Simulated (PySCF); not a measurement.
How the method changes the constants of AlTl

State: ³Π (triplet), unpaired electrons σ ↑, π ↑. Set-up: PySCF, scalar-relativistic core potentials, basis sets Al def2-SVPD, Tl def2-SVPD with ECP60. De refers to Al + Tl in their high-spin ground configurations, without counterpoise correction. The functionals are run spin-unrestricted. A positive dipole means Al(−)Tl(+).

```csv
Level,Re (Å),ωe (cm⁻¹),De (eV),μ (D),"CPU s a point (SCF and correlation, without the integrals)"
UHF,2.976,181,0.63,1.08,0.24
UHF-MP2,2.907,191,1.11,n/a,0.39
UHF-SCS-MP2,2.912,192,0.97,n/a,n/a
UHF-CCSD,2.938,182,1.04,n/a,n/a
UHF-CCSD(T),2.937,181,1.11,n/a,8.5
PBE,2.964,170,1.47,0.91,0.72
revPBE,2.995,164,1.34,1.09,0.5
r²SCAN,2.931,178,1.45,0.91,1.1
TPSSh,2.940,177,1.35,1.19,1.2
r²SCANh,2.921,182,1.41,0.87,1.2
PBE0,2.926,182,1.36,0.95,2
```

The bond length runs from 2.907 Å (UHF-MP2) to 2.995 Å (revPBE). De spans 0.63 eV (UHF, mean field) to 1.47 eV (PBE, GGA). Correlation at CCSD(T) changes the Hartree–Fock bond energy by +0.48 eV; the triples alone change it by +0.07 eV.

Correlated steps freeze 9 core orbitals. Correlated levels converge slowly with the basis: in double zeta they bind strong bonds too weakly, by up to about 1 eV, and carry superposition errors of some tenths. These are scalar-relativistic numbers at best; spin–orbit coupling would shift them, the dissociation energy most. The state is the lowest determinant that a PBE0 search found; another state may lie lower at other levels.

The whole job (state search and all levels along the bond) took about 3.3 min on 1 thread of Arm Neoverse V1 (shared host), peak memory 0.72 GiB.
